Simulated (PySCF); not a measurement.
These are PBE-D3(BJ)/def2-TZVP // BP86-D3(BJ)/def2-SVP run with PySCF values and carry that method's errors. Isolated molecules, 0 K electronic values unless said otherwise. 

Reference species: [Cd(F)2] (neutral, multiplicity 1).

```json
{
  "coordination_number": "2",
  "HOMO": "-8.15 eV",
  "mean_distance_from_the_central_atom_to_its_bonded_neighbours": "1.929 Å"
}
```

Changed species: [Cd(Br)2] (2 of 2 F replaced by Br; the reference has 0 of 2 F replaced by Br).

Problem. Predict the effect on the coordination number, HOMO and mean distance from the central atom to its bonded neighbours.

Solution. the coordination number hardly moves; the HOMO goes up by 1.01 eV, to -7.14 eV; the mean distance from the central atom to its bonded neighbours increases by 0.491 Å, to 2.420 Å.
